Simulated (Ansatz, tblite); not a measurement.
Removing an electron: Sn₂H₂⁻. Total charge -1; doublet. Geometry: PBE-D4/def2-TZVPD. Ansatz, gas phase; energy differences of separate SCF runs; the oxidised species is a triplet (the singlet lies 0.36 eV higher at PBE0-D4/def2-TZVPD).

```xyz
4

Sn    1.307   -0.102    0.541
Sn   -1.229   -0.192   -0.680
H    -2.137   -0.743    0.791
H     2.060    1.038   -0.652
```

In the def2 sets Sn takes a core potential; there is no spin–orbit coupling. The xTB rows come from tblite. The structure comes from a short search, and lower isomers may exist.

```json
{"level": "GFN1-xTB", "−HOMO (eV)": "–", "vertical IE (eV)": "6.17", "−LUMO (eV)": "–", "HOMO–LUMO gap (eV)": "–", "remarks": "–"}
{"level": "GFN2-xTB", "−HOMO (eV)": "–", "vertical IE (eV)": "5.86", "−LUMO (eV)": "–", "HOMO–LUMO gap (eV)": "–", "remarks": "–"}
{"level": "PBE-D4/def2-TZVPD", "−HOMO (eV)": "-0.32", "vertical IE (eV)": "1.94", "−LUMO (eV)": "-0.66", "HOMO–LUMO gap (eV)": "0.34", "remarks": "HOMO above zero (-1 doublet)"}
{"level": "r2SCAN-D4/def2-TZVPD", "−HOMO (eV)": "-0.16", "vertical IE (eV)": "1.93", "−LUMO (eV)": "-0.89", "HOMO–LUMO gap (eV)": "0.73", "remarks": "HOMO above zero (-1 doublet)"}
{"level": "PBE0-D4/def2-TZVPD", "−HOMO (eV)": "0.38", "vertical IE (eV)": "1.95", "−LUMO (eV)": "-1.37", "HOMO–LUMO gap (eV)": "1.75", "remarks": "–"}
```

  A HOMO above zero means that the electron is unbound at that level or that self-interaction error raises the level; the energy of removing that electron tells which. HOMO and LUMO are the levels of the spin that leaves or enters (xTB has no such levels and no spin-polarisation term). Other spin states of the ions may lie lower, which would lower the ionisation energy or raise the affinity. Raw xTB energy differences between charge states are shifted by several eV; the methods need an empirical correction for them.
